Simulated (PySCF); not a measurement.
[GaCl4]- (singlet). All numbers come from PySCF, B3LYP, basis Ga def2-SVPD, Cl def2-SVPD (no relativity, density fitting).

Harmonic bands of its minimum:

```
ω (cm⁻¹)  IR (km/mol, summed over degenerate members)  degeneracy
      99                                          0.0           2
     141                                         30.4           3
     316                                          0.0           1
     356                                          298           3
```

Question: The central atom is Ga. Infer the point group and assign the bands.

Answer: Td. The modes span e + 2t2 + a1: 99 e, 141 t2, 316 a1, 356 t2. The computed geometry has Ga–Cl 2.238 Å (×4); Cl–Ga–Cl 109.5° (×6).

This need not be the most stable arrangement of these atoms. The lowest empty level of this anion is unbound, so it and the gap depend on the basis.
